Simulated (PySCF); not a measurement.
## Assignment exercise: C4H12Si2

Bonds (- single, = double, # triple, : aromatic): C1=C2, C2-C3, C2-Si4, Si4-C5, C5-Si6. C1 carries H7, H8; C3 carries H9, H10, H11; Si4 carries H12, H13; C5 carries H14, H15; Si6 carries H16, H17, H18. H7 is cis to C3; H8 is trans to C3.

One conformer, no relativistic terms, rapidly exchanging positions averaged, gas phase. Shieldings: GIAO PBE0/pcSseg-1; geometry: GFN2-xTB; PySCF 2.14.0 with density-fitted response routines.

Scale: $^{13}$C (σref 186.93), $^{1}$H (σref 31.72) vs TMS (reference shieldings calculated alike).

Question: Assign these signals to the numbered atoms. $^{13}$C{$^{1}$H} NMR (computed): δ 150.5 (C), 136.1 (CH2), 26.8 (CH3), -13.6 (CH2).

Answer: 
```tsv
δ (ppm)	atoms	environment	reason
150.5	C2	fully substituted alkene carbon	the olefinic region
136.1	C1	terminal =CH2 carbon	as expected for a trigonal carbon in a double bond
26.8	C3	allylic methyl carbon	aliphatic region, no heteroatom directly attached
-13.6	C5	sp3 CH2 bonded to 2 Si	an electropositive neighbour leaves it electron-rich and shielded
```

Question: Assign these signals to the numbered atoms. $^{1}$H NMR (400 MHz, computed): δ 6.05 (br s, 1H), 5.73 (br s, 1H), 4.53 (t, 2H), 3.90 (t, 3H), 1.99 (s, 3H), -0.12 (m, 2H).

Answer: 
| δ (ppm) | atoms | environment | reason |
| --- | --- | --- | --- |
| 6.05 | H7 | hydrogen on a terminal =CH2 carbon | a vinylic proton, deshielded by the sp2 carbon and the C=C anisotropy |
| 5.73 | H8 | hydrogen on a terminal =CH2 carbon | – |
| 4.53 | H12/H13 | hydrogen on a silicon bonded to 2 C | – |
| 3.90 | H16/H17/H18 | hydrogen on a silicon bonded to C | – |
| 1.99 | H9/H10/H11 | hydrogen on an allylic methyl carbon | allylic position |
| -0.12 | H14/H15 | hydrogen on an sp3 CH2 bonded to 2 Si | an electropositive neighbour shields it, as in TMS itself |

Shifts are as computed. Against solution values, carbons near 30 ppm lie about +3 ppm off and those near 130 ppm about +5 ppm. Of 1211 compounds with measured shifts, 218 miss one by over three times the rms of a fit or turn the order of signals round; such compounds aren't used in these exercises. No couplings were computed; multiplicities are counted from neighbouring protons, with m where these are inequivalent, close in shift, in a saturated or five-membered ring or joined by F or P, and br s for small geminal =CH2 splittings.
